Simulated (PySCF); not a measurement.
Cl4H2Si2, SMILES [SiH2]([Si](Cl)(Cl)Cl)Cl.

Coordinates come from a ωB97X-D3(BJ)/def2-SVP optimisation. One conformer was computed; it need not be the lowest.

Method: PySCF with HF/def2-TZVP.

The molecule is in vacuum.

```
Quantity                                                                                                        Value
---------------------------------------------------------------------------------------------  ----------------------
total energy                                                                                      -2417.31721 hartree
point group                                                                                                        Cs
highest occupied level                                                                                      -11.38 eV
lowest empty level                                                                                            2.26 eV
orbital gap                                                                                                  13.64 eV
dipole moment                                                                                                  1.54 D
quadrupole, principal values (traceless, Buckingham form, about the centre of nuclear charge)   -5.25, 0.62, 4.64 D·Å
mean static polarisability                                                                      89.2 bohr³ (13.21 Å³)
polarisability, principal values                                                               84.1, 86.1, 97.2 bohr³
```
